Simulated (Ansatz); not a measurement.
Species: H12Si5, SMILES `[SiH3][Si]([SiH3])([SiH3])[SiH3]` (charge 0, multiplicity 1).

Q: Give a relaxed geometry from B3LYP-D3(BJ)/def2-SVP run with Ansatz (an electronic-structure program).

A: the end point of this relaxation (outside a Z-matrix the atoms follow the SMILES, hydrogens last).
Bonds (Å): Si1–Si2 2.350, Si1–H6 1.493, Si1–H7 1.493, Si1–H8 1.493, Si2–Si3 2.350, Si2–Si4 2.350, Si2–Si5 2.350, Si3–H9 1.493, Si3–H10 1.493, Si3–H11 1.493, Si4–H12 1.493, Si4–H13 1.493, Si4–H14 1.493, Si5–H15 1.493, Si5–H16 1.493, Si5–H17 1.493. Bond angles (°): Si2–Si1–H6 110.2, Si2–Si1–H7 110.2, Si2–Si1–H8 110.2, H6–Si1–H7 108.8, H6–Si1–H8 108.8, H7–Si1–H8 108.8, Si1–Si2–Si3 109.5, Si1–Si2–Si4 109.5, Si1–Si2–Si5 109.5, Si3–Si2–Si4 109.5, Si3–Si2–Si5 109.5, Si4–Si2–Si5 109.5, Si2–Si3–H9 110.2, Si2–Si3–H10 110.2, Si2–Si3–H11 110.2, H9–Si3–H10 108.8, H9–Si3–H11 108.8, H10–Si3–H11 108.8, Si2–Si4–H12 110.2, Si2–Si4–H13 110.2, Si2–Si4–H14 110.2, H12–Si4–H13 108.8, H12–Si4–H14 108.8, H13–Si4–H14 108.8, Si2–Si5–H15 110.2, Si2–Si5–H16 110.2, Si2–Si5–H17 110.2, H15–Si5–H16 108.8, H15–Si5–H17 108.8, H16–Si5–H17 108.8.
